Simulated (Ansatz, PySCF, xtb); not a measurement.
Noncovalent pair: CH3Cl (SMILES CCl) (first 5 atoms) with CHN (SMILES C#N); geometry from B3LYP-D3(BJ)/def2-TZVP, rigid monomers moved along the line of their centres of mass till H5···N7 is 2.39 Å.
(charge 0, multiplicity 1):
```csv
atom,x (Å),y (Å),z (Å)
C,0.5417,-0.4595,1.1003
Cl,-1.0040,0.4061,1.4187
H,0.3040,-1.3928,0.5996
H,1.1536,0.1735,0.4656
H,1.0288,-0.6424,2.0528
C,-0.0620,0.1334,4.3591
N,0.9467,-0.4067,4.4305
H,-0.9996,0.6334,4.2697
```

Counterpoise-corrected where a basis set is named; no monomer relaxation.

Run with Ansatz (Gaussian basis) for Hartree–Fock, density functionals and correlated methods; PySCF for the dispersion terms; xtb for the GFN methods. 

Problem. Estimate the interaction energy that GFN2-xTB returns for this input.

Solution. -2.4 kcal/mol

Problem. What interaction energy does GFN1-xTB give?

Solution. -1.7 kcal/mol

Problem. Predict the interaction energy from PBE0-D3(BJ)/def2-TZVPPD.

Solution. -2.8 kcal/mol

Ansatz is a first-principles code.
